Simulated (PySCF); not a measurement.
C4H12GaSi (charge -1).
Z-matrix (Å and degrees, PBE0-D3(BJ)/def2-SVP geometry), rows numbered from 1:
```
C 
C   1  1.3383
Si  2  1.8897  1  126.13
C   3  1.9061  2  106.78  1     3.30
C   3  1.8428  2  110.68  1   129.73
Ga  5  2.0712  3  114.05  2    62.55
H   1  1.0983  2  122.44  3  -178.46
H   1  1.0976  2  121.94  3     1.22
H   2  1.0993  1  118.16  3   177.82
H   3  1.5083  2  106.88  1  -109.00
H   4  1.1022  3  110.11  2  -178.11
H   4  1.1031  3  112.34  2   -57.87
H   4  1.1027  3  110.57  2    63.09
H   5  1.1048  3  110.03  2  -177.09
H   5  1.1049  3  109.58  2   -58.97
H   6  1.6191  5  108.40  3    68.49
H   6  1.6206  5  107.55  3  -171.49
H   6  1.6234  5  109.23  3   -51.83
```

The closed-shell ground state was solved at several levels (PySCF, density fitting, gas phase). The geometry's basis has no diffuse functions, a weakness for an anion. The calculation is non-relativistic and has no spin–orbit coupling, an omission that weighs most on gallium. No diffuse functions stand in 6-31G*, def2-SVP and def2-TZVP, which bears on an anion's orbital energies.

| level | basis functions | HOMO (eV) | LUMO (eV) | gap (eV) |
| --- | --- | --- | --- | --- |
| BHandHLYP/def2-SVPD | 238 | -3.63 | 3.87 | 7.50 |
| LC-wPBE/def2-SVPD | 238 | -5.20 | 4.98 | 10.18 |
| PBE0/def2-TZVP | 281 | -2.53 | 3.07 | 5.60 |
| PBE0/def2-SVPD | 238 | -2.58 | 3.01 | 5.59 |
| B3LYP/def2-SVPD | 238 | -2.38 | 2.78 | 5.16 |
| CAM-B3LYP/def2-SVPD | 238 | -3.88 | 3.99 | 7.87 |
| PBE0/6-31G* | 130 | -2.30 | 3.63 | 5.93 |
| LDA/def2-SVPD | 238 | -1.52 | 1.81 | 3.33 |
| HF/def2-SVPD | 238 | -5.33 | 5.14 | 10.47 |
| wB97X-D/def2-SVPD | 238 | -4.41 | 4.74 | 9.15 |
| PBE0/def2-SVP | 166 | -2.40 | 3.35 | 5.75 |

Q: Estimate the row for PBE/def2-SVPD, a basis of 238 functions; the other rows only guide the guess.

A: HOMO -1.43 eV, LUMO 2.04 eV, gap 3.47 eV.

Q: Over all these levels, which gives the widest orbital gap and which the narrowest?

A: HF/def2-SVPD (Hartree–Fock, all exact exchange) has the widest, 10.47 eV, and LDA/def2-SVPD (LDA) the narrowest, 3.33 eV. The two share the basis. From the narrowest to the widest the HOMO moves by -3.81 eV and the LUMO by +3.33 eV.

Q: How much does the basis alone move the frontier levels among the 4 PBE0 rows?

A: The HOMO by 0.28 eV and the LUMO by 0.62 eV. By rising basis size (HOMO, LUMO in eV): 6-31G* -2.30, 3.63; def2-SVP -2.40, 3.35; def2-SVPD -2.58, 3.01; def2-TZVP -2.53, 3.07.

Q: In the def2-SVPD basis, how does the gap go with the fixed share of exact exchange?

A: LDA (0 %) 3.33 eV; PBE (0 %) 3.47 eV; B3LYP (20 %) 5.16 eV; PBE0 (25 %) 5.59 eV; BHandHLYP (50 %) 7.50 eV; HF (100 %) 10.47 eV. Each rise in the share widens the gap here.

One conformer stands for the species.
